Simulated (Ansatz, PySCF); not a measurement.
Process, species as SMILES: C=S (CH2S) + 2 [H][H] (H2) → C (CH4) + S (H2S)
Structures are relaxed separately at B3LYP-D3(BJ)/def2-TZVP in Ansatz (a program for electronic structure). Unstable Hartree-Fock reference: C=S (CH2S).

Property: energy of full hydrogenation (enthalpy at 298 K, with B3LYP-D3(BJ) rigid-rotor harmonic-oscillator terms from PySCF), in eV. Correlated levels leave the core frozen unless marked. Spin-orbit coupling is left out. No relativistic terms. Basis-set limits of correlation are two-point, X^-3; Hartree-Fock from the larger set.

```tsv
level	program	energy of full hydrogenation (eV)
HF/def2-SVP	Ansatz	-2.68
BP86-D4/def2-TZVPD	PySCF + dftd4	-2.16
B3LYP/def2-TZVPD	Ansatz	-2.24
PBE0-D3(BJ)/def2-TZVPD	Ansatz + dftd3	-2.45
wB97X/def2-TZVPD	Ansatz	-2.50
CCSD(T)/def2-TZVPPD	Ansatz	-2.24
CCSD(T)/CBS(def2-TZVPPD,def2-QZVPPD)	Ansatz	-2.25
```
